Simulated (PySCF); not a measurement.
Li(OH) (HLiO), SMILES [OH][Li]. Geometry optimised at PBE-D3(BJ)/def2-TZVPD. The isomer is the one that the SMILES or the coordinates give; other isomers of the formula were not compared.

Calculation: PBE-D3(BJ)/def2-TZVPD (PySCF).

Harmonic wavenumbers (cm⁻¹): 276, 276, 935, 3889. Rotational constants (GHz): 35.52 (linear); symmetry number 1.

Question: Work out the zero-point energy and the ideal-gas rigid-rotor harmonic-oscillator thermochemistry at 298.15 K and 1 atm.

Answer: ZPE = ½ Σ hcν = ½ × 5375 cm⁻¹ = 7.68 kcal/mol. H − E(el) = 10.35 kcal/mol. Entropy in cal/(mol K): translation 35.46, rotation 12.25, vibration 3.24, total 50.95. G − E(el) = -4.84 kcal/mol. Cp = 10.85 cal/(mol K).
